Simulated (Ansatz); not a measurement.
Computed with frozen-core CCSD(T)/cc-pVTZ // B3LYP-D3(BJ)/def2-TZVP run with Ansatz (a quantum-chemistry and plane-wave program).

Ansatz 0.2 input:
```yaml
crystal:
  periodic: [false, false, false]
  atoms:
    - { symbol: F, position_ang: [1.636321, -0.096944, 0.007625] }
    - { symbol: Ga, position_ang: [-0.130682, 0.007739, -0.001867] }
    - { symbol: H, position_ang: [-0.668461, 1.468201, -0.006855] }
    - { symbol: H, position_ang: [-0.837179, -1.378996, 0.001096] }
basis:
  gaussian: { orbitals: cc-pVTZ }
correlation:
  method: ccsd_t
```

Output:

```
Functional definition: HF
621 factors; integrals over basis functions are off by at most 1.1e-3 eV
mean field evaluation 1: about -55072.6178 eV, gradient 3.2e1 eV
mean field evaluation 2: about -55072.6563 eV, gradient 3.2e1 eV
mean field evaluation 4: about -55074.6290 eV, gradient 1.6e0 eV
mean field evaluation 8: about -55074.6488 eV, gradient 5.0e-2 eV
mean field evaluation 16: about -55073.7843 eV, gradient 2.5e1 eV
mean field -55074.64880755 eV, -2023.9560127395 hartree, gradient 1.1e-6 eV, S^2 0.000000; 0 other end points of the search recorded, 0 dependent functions left out
10 core orbitals not correlated
reference -55074.64880755 eV, -2023.9560127395 hartree; 11, 11 occupied and 80, 80 virtual orbitals, 621 factors
second order -11.47143589 eV of doubles, -0.00000000 eV of singles
cycle   1  -11.30804817 eV  change    1.6e-1 eV  update   9.4e-2
cycle   2  -11.67624338 eV  change   -3.7e-1 eV  update   3.0e-2
cycle   3  -11.75918589 eV  change   -8.3e-2 eV  update   1.6e-2
cycle   4  -11.75069870 eV  change    8.5e-3 eV  update   4.0e-3
cycle   5  -11.74869202 eV  change    2.0e-3 eV  update   2.0e-3
cycle   6  -11.74989402 eV  change   -1.2e-3 eV  update   6.0e-4
cycle   7  -11.74975340 eV  change    1.4e-4 eV  update   2.4e-4
cycle   8  -11.74962019 eV  change    1.3e-4 eV  update   7.3e-5
cycle   9  -11.74965648 eV  change   -3.6e-5 eV  update   2.7e-5
cycle  10  -11.74967046 eV  change   -1.4e-5 eV  update   9.3e-6
perturbative correction -0.41374234 eV, -0.0152047506 hartree
Total energy: -55086.81222034 eV, -2024.4030099152 hartree
```

Cost: roughly 10 core-seconds.
